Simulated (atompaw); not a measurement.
## Building the PAW (atompaw) potential for Tc (Z = 43) (LDA (PW92), scalar-relativistic).

* Element: technetium (Tc)
* Generator: atompaw 4.2.0.5
* Type: PAW
* Functional: LDA (PW92)
* Relativity: scalar-relativistic
* Frozen core: [Ar] 3d10
* Valence charge: 15
* Reference configuration: 4s2 4p6 4d5 5s1.75 5p0.25
* Partial waves: 4s (bound); 5s (bound); 4p (bound); 5p (bound); 4d (bound); 4d channel at 1.9 Ry
* Local potential: troulliermartins scheme with l = 3 at 0.5 Ry, radius 1.60 bohr
* Core correction: smooth core density matched at 1.95 bohr
* Augmentation charge: besselshape compensation charge, radius 1.65 bohr; PAW radius 2.10 bohr; waves and projectors: bloechl

Poles of the logarithmic derivatives, all-electron (AE) and pseudo (PS). s: poles at -5.2 (AE) and -5.2, 1.9 (PS) Ry. p: poles at -3.0 (AE) and -3.0 (PS) Ry. d: poles at 0.5 (AE) and 0.5 (PS) Ry. Test radius 2.10 bohr.

- Cutoffs needed: 100 Ry and 140 Ry (the cutoffs (Ry, on a coarse ladder) from which the occupation-weighted sum of valence levels, in a spherical-Bessel basis at the reference potential, stays within 10 and 1 mRy of its value at 400 Ry)
- Ghost test: no extra level below or beside the all-electron valence levels (s, p, d, f tested) (spherical-Bessel basis up to 400 Ry, 20 bohr box)
- Lowest eigenvalue of the overlap operator: 0.17 (s channel)
- Overlap eigenvalues printed by atompaw (projector basis): 0.0313, 0.162, 0.181, 1.25, 4.82, 7.3
- Share of each valence orbital outside the PAW sphere: 4s 1 %, 5s 86 %, 4p 3 %, 5p 96 %, 4d 26 %
